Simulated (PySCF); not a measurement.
Electron correlation in Pm+ (promethium, charge +1)

[Xe] 4f5 6s1, one real determinant. Computed with PySCF 2.14 in cc-pVDZ-X2C (8s7p5d3f1g, 84 functions), with scalar relativity by spin-free X2C-1e. Frozen: [Kr] 4d10; 14 electrons correlated.

| level | correlation energy (mhartree) |
| --- | --- |
| CCSD | -365.25 |
| (T) | -13.67 |
| CCSD(T) | -378.92 |

Diagnostics: T1 = 0.015, D1 = 0.0427, largest double amplitude 0.039.

The real determinant used has ⟨L²⟩ near 24 against 30 for a pure H term, so it mixes terms. Spin-orbit coupling, absent here, splits the open shell strongly.

Cost of the coupled-cluster step: of the order of 24 core-seconds, for 14 correlated electrons.

Iterations:

```
CC2 = 0
CCSD nocc = (np.int64(10), np.int64(4)), nmo = (61, 61)
frozen orbitals [[0, 1, 2, 3, 4, 5, 6, 7, 8, 9, 10, 11, 12, 13, 14, 15, 16, 17, 18, 19, 20, 21, 22], [0, 1, 2, 3, 4, 5, 6, 7, 8, 9, 10, 11, 12, 13, 14, 15, 16, 17, 18, 19, 20, 21, 22]]
max_cycle = 100
direct = 0
conv_tol = 1e-08
conv_tol_normt = 1e-06
diis_space = 8
diis_start_cycle = 0
Init t2, MP2 energy = -0.35926699483763
Init E_corr(UCCSD) = -0.359266994837826
cycle = 1  E_corr(UCCSD) = -0.352627688754023  dE = 0.00663930608  norm(t1,t2) = 0.0720144
cycle = 2  E_corr(UCCSD) = -0.362329933293965  dE = -0.00970224454  norm(t1,t2) = 0.0218104
cycle = 3  E_corr(UCCSD) = -0.363107862239153  dE = -0.000777928945  norm(t1,t2) = 0.0127147
cycle = 4  E_corr(UCCSD) = -0.364611754770352  dE = -0.00150389253  norm(t1,t2) = 0.00659522
cycle = 5  E_corr(UCCSD) = -0.364695656787179  dE = -8.39020168e-05  norm(t1,t2) = 0.00415278
cycle = 6  E_corr(UCCSD) = -0.36467550397875  dE = 2.01528084e-05  norm(t1,t2) = 0.00350559
cycle = 7  E_corr(UCCSD) = -0.365076055493301  dE = -0.000400551515  norm(t1,t2) = 0.00286659
cycle = 8  E_corr(UCCSD) = -0.365245047730508  dE = -0.000168992237  norm(t1,t2) = 0.00150776
cycle = 9  E_corr(UCCSD) = -0.365232091511838  dE = 1.29562187e-05  norm(t1,t2) = 0.000694132
cycle = 10  E_corr(UCCSD) = -0.365237200964097  dE = -5.10945226e-06  norm(t1,t2) = 0.000270989
cycle = 11  E_corr(UCCSD) = -0.365248016895157  dE = -1.08159311e-05  norm(t1,t2) = 0.000172123
cycle = 12  E_corr(UCCSD) = -0.365248440982583  dE = -4.24087426e-07  norm(t1,t2) = 0.000109712
cycle = 13  E_corr(UCCSD) = -0.365247378395307  dE = 1.06258728e-06  norm(t1,t2) = 6.84278e-05
cycle = 14  E_corr(UCCSD) = -0.365247251372777  dE = 1.27022529e-07  norm(t1,t2) = 4.01887e-05
cycle = 15  E_corr(UCCSD) = -0.365247448336802  dE = -1.96964024e-07  norm(t1,t2) = 2.57817e-05
cycle = 16  E_corr(UCCSD) = -0.365247862392149  dE = -4.14055348e-07  norm(t1,t2) = 1.68783e-05
cycle = 17  E_corr(UCCSD) = -0.365247695408311  dE = 1.66983838e-07  norm(t1,t2) = 9.92108e-06
cycle = 18  E_corr(UCCSD) = -0.365247495445058  dE = 1.99963253e-07  norm(t1,t2) = 7.31376e-06
cycle = 19  E_corr(UCCSD) = -0.365247519748  dE = -2.4302942e-08  norm(t1,t2) = 5.77745e-06
cycle = 20  E_corr(UCCSD) = -0.365247640480147  dE = -1.20732147e-07  norm(t1,t2) = 4.61341e-06
cycle = 21  E_corr(UCCSD) = -0.365247902600301  dE = -2.62120154e-07  norm(t1,t2) = 3.5118e-06
cycle = 22  E_corr(UCCSD) = -0.365248051919135  dE = -1.49318834e-07  norm(t1,t2) = 2.29976e-06
cycle = 23  E_corr(UCCSD) = -0.365248101582324  dE = -4.96631897e-08  norm(t1,t2) = 1.60326e-06
cycle = 24  E_corr(UCCSD) = -0.365248157327794  dE = -5.57454695e-08  norm(t1,t2) = 1.20093e-06
cycle = 25  E_corr(UCCSD) = -0.3652482026394  dE = -4.53116057e-08  norm(t1,t2) = 8.20849e-07
cycle = 26  E_corr(UCCSD) = -0.365248231773115  dE = -2.91337153e-08  norm(t1,t2) = 4.92269e-07
cycle = 27  E_corr(UCCSD) = -0.365248237292704  dE = -5.51958934e-09  norm(t1,t2) = 2.63019e-07
UCCSD converged
E(UCCSD) = -10016.31707630442  E_corr = -0.3652482372927043
UCCSD(T) correction = -0.013671495446815
```

The reference is one real determinant that mixes LS terms of this configuration.
